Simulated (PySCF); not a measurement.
# s to d promotion along the 3d series

Calculated with PySCF 2.14 from differences of total energies of unrestricted determinants, without spin-orbit coupling. Basis: aug-cc-pwCVTZ, non-relativistic. Energy of d^(n+1) s¹ above d^n s² in eV (negative where d^(n+1) s¹ lies lower), between high-spin terms; measured values are centres of gravity of the terms (NIST).

```json
{"element": "Sc", "terms": "3d1 4s2 (2D) → 3d2 4s1 (4F)", "UHF": "0.987", "LDA": "0.530", "PBE": "0.476", "r2SCAN": "n/a", "PBE0": "0.594", "MP2 (valence and next inner shell)": "1.219", "measured": "1.427"}
{"element": "V", "terms": "3d3 4s2 (4F) → 3d4 4s1 (6D)", "UHF": "0.233", "LDA": "-0.963", "PBE": "-0.842", "r2SCAN": "-0.749", "PBE0": "-0.571", "MP2 (valence and next inner shell)": "-0.302", "measured": "0.245"}
{"element": "Cr", "terms": "3d4 4s2 (5D) → 3d5 4s1 (7S)", "UHF": "-1.064", "LDA": "-2.137", "PBE": "-2.066", "r2SCAN": "-2.164", "PBE0": "-1.810", "MP2 (valence and next inner shell)": "-1.709", "measured": "-1.003"}
{"element": "Mn", "terms": "3d5 4s2 (6S) → 3d6 4s1 (6D)", "UHF": "3.174", "LDA": "0.969", "PBE": "0.850", "r2SCAN": "1.204", "PBE0": "1.366", "MP2 (valence and next inner shell)": "1.601", "measured": "2.145"}
{"element": "Ni", "terms": "3d8 4s2 (3F) → 3d9 4s1 (3D)", "UHF": "1.395", "LDA": "-1.241", "PBE": "-0.902", "r2SCAN": "-0.238", "PBE0": "-0.408", "MP2 (valence and next inner shell)": "-1.464", "measured": "n/a"}
```

Q: Which way does each method err?

A: Mean (and mean absolute) errors over the 3 elements with all values: UHF 0.32 (0.37) eV; LDA -1.17 (1.17) eV; PBE -1.15 (1.15) eV; r2SCAN -1.03 (1.03) eV; PBE0 -0.80 (0.80) eV; MP2 (valence and next inner shell) -0.60 (0.60) eV. A negative mean favours the extra d electron, a positive one the s² configuration.
